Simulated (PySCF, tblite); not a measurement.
Species: C₇H₁₂P₂.
SMILES with atom numbers: `[CH:1]#[C:2][CH2:3]/[P:4]=[P:5]/[C:6]([CH3:7])([CH3:8])[CH3:9]` (hydrogens: H10 on C1; H11, H12 on C3; H13, H14, H15 on C7; H16, H17, H18 on C8; H19, H20, H21 on C9)

Structure optimised with GFN2-xTB, isolated species.

Q: What internal coordinates does the optimisation give?

A: 
```
                   bond  length (bohr)   order
                  C1≡C2          2.263  triple
                  C2–C3          2.724  single
                  C3–P4          3.565  single
                  P4=P5          3.834  double
                  P5–C6          3.585  single
    C6–C7, C6–C8, C6–C9          2.889  single
                 C1–H10          1.981  single
         C3–H11, C3–H12          2.067  single
C7–H13 and 8 like bonds          2.058  single
```

Bonds in one row agree within 0.02 bohr and their mean is given. Orders are formal, as drawn. A selection of angles:
```
   angle  degrees
C1–C2–C3    177.4
C2–C3–P4    109.1
C3–P4–P5     98.0
P4–P5–C6    101.1
P5–C6–C7    109.8
P5–C6–C8    110.8
P5–C6–C9    106.7
C7–C6–C8    110.3
```

Torsions: C2–C3–P4–P5 109° (anticlinal); C3–P4–P5–C6 -179° (antiperiplanar); P4–P5–C6–C7 65° (synclinal). The mirror-image conformer, all signs reversed, is as good.

P5 (phosphorus bonded to C and P) is bent (angle 101.1°). The 5 C–C bonds span 1.198 Å (C1≡C2, drawn triple) to 1.530 Å (C6–C9, drawn single), a spread of 0.332 Å. Of the pairs four or more bonds apart, P4···H17 is among the closest relative to their van der Waals radii: 2.81 Å, 94 % of the sum of Bondi's values.

Point group: C1 (no symmetry element, even within 0.4 Å). Its GFN2-xTB frequencies are all real (lowest 18 cm⁻¹). One conformer, not necessarily the lowest.

The numbers are calculated, not measured.
